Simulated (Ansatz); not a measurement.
Geometry optimisation, RKS B3LYP-D4/def2-SVP in Ansatz 0.2.0.

input.yaml

```yaml
crystal:
  periodic: [false, false, false]
  atoms:
    - { symbol: B, position_ang: [0.0, 0.0, 0.0] }
    - { symbol: "N", position_ang: [0.0, 0.0, 1.55] }
    - { symbol: H, position_ang: [-0.877, -0.2713, 2.08] }
    - { symbol: H, position_ang: [0.877, 0.2713, 2.08] }
    - { symbol: F, position_ang: [1.1431, 0.0, -0.66] }
    - { symbol: F, position_ang: [-1.1431, 0.0, -0.66] }
basis:
  gaussian: { orbitals: def2-SVP }
hamiltonian:
  xc: b3lyp
  dispersion: d4
relax:
  f_tol: 0.02
  max_steps: 40
output:
  orbitals: {}
```

Launched with:

```bash
$ ansatz run input.yaml --threads 1 --pin off --max-ram 2048MiB --backend cpu --events-out ev --progress --plain --runs-dir out
```

Where does it end, and by what steps?

The forces met the threshold. After 5 steps the energy has fallen by 0.551 eV; H3 moved furthest, 0.19 Å.

```tsv
step	energy less start (eV)	largest force component (eV/Å)	accepted
0	0.0000	4.408	yes
1	-0.4701	2.181	yes
2	-0.5387	0.644	yes
3	-0.5497	0.160	yes
4	-0.5508	0.053	yes
5	-0.5513	0.005	yes
```

```xyz
6
Properties=species:S:1:pos:R:3
B 0.000 0.000 0.082
N 0.000 0.000 1.479
H -0.847 -0.097 2.023
H 0.847 0.097 2.023
F 1.133 0.129 -0.608
F -1.133 -0.129 -0.608
```

Whether the end is a true minimum wasn't checked by a vibrational analysis.

The run took 13 s on 1 thread of Arm Neoverse V1, on a shared host, peak memory 0.13 GiB.
